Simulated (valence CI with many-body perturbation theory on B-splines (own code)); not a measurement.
# E1 transitions of Sm L

Calculated by relativistic CI+MBPT: three valence electrons over a frozen Dirac-Fock core [Ne], a basis of 11 s, 11 p, 9 d, 7 f, 5 g, 2 h, 1 i functions for each j, with the one-electron correlation potential Σ1 (screened to all orders), the two-electron term Σ2, the three-electron term Σ3, Breit, model QED; selected single and double excitations, second order for the rest (own B-spline code, finite nucleus).

The last digits are not significant, and no measured levels were compared; by estimate large intervals hold to a few tenths of a per cent, small ones and those within an open d or f shell to about a per cent.

Lines 201 to 250 of 272 in falling wavelength, among levels below 849.37 eV, chosen from the strongest by gf and those to the six lowest levels. Wavelengths and rates use the calculated energies. Electric multipoles are in the length gauge, E1 and E2 with the static RPA response of the core. Weak lines are less certain than strong ones. Lines between different terms over intervals too small for the method are left out, as are lines whose strength nearly cancels. Where a level lies close to another of its J and parity, the split of strength between their lines is uncertain.

Levels are named by their leading jj configuration (3d3/2^4 stands for four electrons in 3d with j = 3/2), which in mixed levels can hold well under half, so a name can repeat and another be missing. Letters in brackets count levels of one name in rising energy.

| λ vac (nm) | Upper | Lower | A (s⁻¹) | log gf | Branch % |
| --- | --- | --- | --- | --- | --- |
| 3.558 | (3s 3d3/2^2) J=5/2 | (3s 3p1/2 3d3/2) J=5/2 | 4.05e+11 | -0.34 | 39.0 |
| 3.552 | (3s 3p3/2 3d3/2) J=5/2 [b] | (3s 3p1/2 3p3/2) J=3/2 [b] | 2.41e+11 | -0.56 | 22.6 |
| 3.550 | (3s 3p3/2 3d5/2) J=3/2 [a] | (3s 3p1/2 3p3/2) J=1/2 | 1.24e+11 | -1.03 | 25.7 |
| 3.547 | (3s 3d3/2^2) J=3/2 | (3s 3p1/2 3d3/2) J=3/2 [a] | 5.18e+11 | -0.41 | 49.0 |
| 3.546 | (3p1/2 3p3/2 3d5/2) J=5/2 [b] | (3s 3p1/2 3d3/2) J=5/2 | 1.10e+11 | -0.91 | 13.4 |
| 3.528 | (3s 3p3/2 3d3/2) J=1/2 [b] | (3s 3p1/2 3p3/2) J=3/2 [b] | 2.56e+09 | -3.02 | 0.2 |
| 3.525 | (3s 3p3/2 3d3/2) J=3/2 [b] | (3s 3p1/2 3p3/2) J=5/2 | 1.40e+08 | -3.98 | 0.0 |
| 3.468 | (3s 3p3/2 3d5/2) J=3/2 [a] | (3s 3p1/2 3p3/2) J=3/2 [b] | 1.17e+11 | -1.07 | 24.3 |
| 3.398 | (3s 3p3/2 3d5/2) J=5/2 [a] | (3s 3p1/2 3p3/2) J=5/2 | 2.10e+09 | -2.66 | 0.4 |
| 3.391 | (3s 3p3/2 3d3/2) J=3/2 [b] | (3s 3p1/2 3p3/2) J=3/2 [a] | 2.04e+09 | -2.85 | 0.2 |
| 3.378 | (3s 3p3/2 3d3/2) J=5/2 [b] | (3s 3p1/2 3p3/2) J=5/2 | 6.19e+10 | -1.20 | 5.8 |
| 3.310 | (3s 3p3/2 3d5/2) J=7/2 [a] | (3s 3p1/2 3p3/2) J=5/2 | 7.43e+10 | -1.01 | 27.3 |
| 3.302 | (3s 3p3/2 3d5/2) J=3/2 [a] | (3s 3p1/2 3p3/2) J=5/2 | 7.61e+06 | -5.30 | 0.0 |
| 3.295 | (3s 3p1/2 3d5/2) J=3/2 | (3s 3p1/2^2) J=1/2 | 1.55e+11 | -1.00 | 45.7 |
| 3.274 | (3s 3p3/2 3d5/2) J=5/2 [a] | (3s 3p1/2 3p3/2) J=3/2 [a] | 5.36e+08 | -3.29 | 0.1 |
| 3.267 | (3s 3p3/2 3d5/2) J=1/2 | (3s 3p1/2 3p3/2) J=3/2 [b] | 3.95e+10 | -1.90 | 9.4 |
| 3.254 | (3s 3p3/2 3d3/2) J=5/2 [b] | (3s 3p1/2 3p3/2) J=3/2 [a] | 1.04e+09 | -3.00 | 0.1 |
| 3.234 | (3s 3p3/2 3d3/2) J=1/2 [b] | (3s 3p1/2 3p3/2) J=3/2 [a] | 2.26e+08 | -4.15 | 0.0 |
| 3.203 | (3s 3p3/2 3d5/2) J=3/2 [b] | (3s 3p1/2 3p3/2) J=3/2 [b] | 9.99e+07 | -4.21 | 0.0 |
| 3.190 | (3s 3p3/2 3d5/2) J=7/2 [b] | (3s 3p1/2 3p3/2) J=5/2 | 1.89e+09 | -2.64 | 0.3 |
| 3.186 | (3s 3p3/2 3d5/2) J=5/2 [b] | (3s 3p1/2 3p3/2) J=3/2 [b] | 1.50e+10 | -1.86 | 1.6 |
| 3.184 | (3s 3p3/2 3d5/2) J=3/2 [a] | (3s 3p1/2 3p3/2) J=3/2 [a] | 1.76e+10 | -1.97 | 3.7 |
| 3.061 | (3s 3p3/2 3d5/2) J=3/2 [b] | (3s 3p1/2 3p3/2) J=5/2 | 1.21e+10 | -2.17 | 1.4 |
| 3.045 | (3s 3p3/2 3d5/2) J=5/2 [b] | (3s 3p1/2 3p3/2) J=5/2 | 1.19e+10 | -2.00 | 1.3 |
| 3.014 | (3s 3p3/2 3d5/2) J=1/2 | (3s 3p1/2 3p3/2) J=3/2 [a] | 8.30e+08 | -3.65 | 0.2 |
| 2.960 | (3s 3p3/2 3d5/2) J=3/2 [b] | (3s 3p1/2 3p3/2) J=3/2 [a] | 1.44e+09 | -3.12 | 0.2 |
| 2.944 | (3s 3p3/2 3d5/2) J=5/2 [b] | (3s 3p1/2 3p3/2) J=3/2 [a] | 7.38e+09 | -2.24 | 0.8 |
| 2.882 | (3p1/2^2 3d3/2) J=3/2 | (3s^2 3p3/2) J=3/2 | 1.65e+08 | -4.08 | 0.2 |
| 2.752 | (3p1/2 3p3/2^2) J=3/2 | (3s 3p1/2^2) J=1/2 | 2.01e+09 | -3.04 | 0.2 |
| 2.699 | (3s 3p3/2^2) J=1/2 | (3s^2 3p1/2) J=1/2 | 4.89e+09 | -2.97 | 0.9 |
| 2.687 | (3p3/2^3) J=3/2 | (3s 3p1/2 3p3/2) J=3/2 [b] | 2.12e+08 | -4.04 | 0.0 |
| 2.685 | (3p1/2 3p3/2^2) J=1/2 | (3s 3p1/2^2) J=1/2 | 3.53e+09 | -3.12 | 0.6 |
| 2.667 | (3s 3p3/2^2) J=3/2 | (3s^2 3p1/2) J=1/2 | 3.73e+08 | -3.80 | 0.0 |
| 2.604 | (3p1/2^2 3d5/2) J=5/2 | (3s^2 3p3/2) J=3/2 | 3.48e+07 | -4.67 | 0.0 |
| 2.604 | (3s 3p3/2 3d3/2) J=3/2 [a] | (3s 3p1/2^2) J=1/2 | 9.89e+08 | -3.40 | 0.2 |
| 2.597 | (3s 3p3/2 3d3/2) J=1/2 [a] | (3s 3p1/2^2) J=1/2 | 5.27e+08 | -3.97 | 0.1 |
| 2.587 | (3p3/2^3) J=3/2 | (3s 3p1/2 3p3/2) J=5/2 | 1.89e+09 | -3.12 | 0.1 |
| 2.514 | (3p3/2^3) J=3/2 | (3s 3p1/2 3p3/2) J=3/2 [a] | 5.18e+07 | -4.71 | 0.0 |
| 2.477 | (3s 3p3/2 3d3/2) J=3/2 [b] | (3s 3p1/2^2) J=1/2 | 1.31e+08 | -4.32 | 0.0 |
| 2.392 | (3s 3p3/2 3d3/2) J=1/2 [b] | (3s 3p1/2^2) J=1/2 | 2.63e+08 | -4.35 | 0.0 |
| 2.364 | (3s 3p3/2 3d5/2) J=3/2 [a] | (3s 3p1/2^2) J=1/2 | 7.69e+08 | -3.59 | 0.2 |
| 2.269 | (3s 3p3/2 3d5/2) J=1/2 | (3s 3p1/2^2) J=1/2 | 2.90e+09 | -3.35 | 0.7 |
| 2.238 | (3s 3p3/2 3d5/2) J=3/2 [b] | (3s 3p1/2^2) J=1/2 | 7.70e+08 | -3.64 | 0.1 |
| 2.185 | (3p1/2 3p3/2 3d3/2) J=5/2 [a] | (3s^2 3p3/2) J=3/2 | 3.29e+06 | -5.85 | 0.0 |
| 2.161 | (3p1/2 3p3/2 3d3/2) J=3/2 [a] | (3s^2 3p3/2) J=3/2 | 7.38e+06 | -5.68 | 0.0 |
| 2.153 | (3p1/2 3p3/2 3d3/2) J=1/2 [a] | (3s^2 3p3/2) J=3/2 | 3.58e+06 | -6.30 | 0.0 |
| 2.109 | (3p1/2^2 3d3/2) J=3/2 | (3s^2 3p1/2) J=1/2 | 1.58e+07 | -5.38 | 0.0 |
| 2.074 | (3p1/2 3p3/2 3d3/2) J=3/2 [b] | (3s^2 3p3/2) J=3/2 | 3.88e+07 | -5.00 | 0.0 |
| 2.060 | (3p1/2 3p3/2 3d3/2) J=1/2 [b] | (3s^2 3p3/2) J=3/2 | 8.86e+07 | -4.95 | 0.0 |
| 2.007 | (3p1/2 3p3/2 3d5/2) J=3/2 [a] | (3s^2 3p3/2) J=3/2 | 5.27e+07 | -4.90 | 0.0 |
